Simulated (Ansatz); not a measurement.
Li2I3⁻, relaxed as a singlet with RKS r2SCAN-D4/def2-SVPD in Ansatz, starting from the GFN2-xTB geometry. Force threshold 0.02 eV/Å.

In the def2 sets I takes a core potential; there is no spin–orbit coupling. The structure comes from a short search, and lower isomers may exist.

Start:

| atom | x (Å) | y (Å) | z (Å) |
| --- | --- | --- | --- |
| Li1 | 1.565 | -1.723 | 1.282 |
| Li2 | -1.559 | 1.706 | -1.313 |
| I3 | 3.021 | -3.370 | 2.628 |
| I4 | 0.022 | -0.032 | -0.069 |
| I5 | -3.049 | 3.418 | -2.528 |

Q: Estimate the energy that the relaxation releases and the steps that it takes.

A: 0.9 kcal/mol, in 8 steps; 17 s on 4 threads of Arm Neoverse V1 on a shared host. The force fell under the threshold at step 3, but the optimiser went on and released 0.018 eV more. No frequencies were taken in this run, so the end may be a saddle point.

Q: Does the start keep its bonding?

A: By distances, no bond broke or formed. The bond that changes most is Li1–I3, from 2.58 to 2.51 Å (atoms count from 1).

Q: Predict the relaxed structure.

A: 
```xyz
5

Li    1.4640   -1.6295    1.2741
Li   -1.4807    1.6560   -1.2200
I     2.8472   -3.1363    2.7337
I     0.1777   -0.2752   -0.5725
I    -3.0081    3.3850   -2.2154
```
Bond lengths (bridged metal pairs left out): 4 × I–Li 2.51 to 2.63 Å.
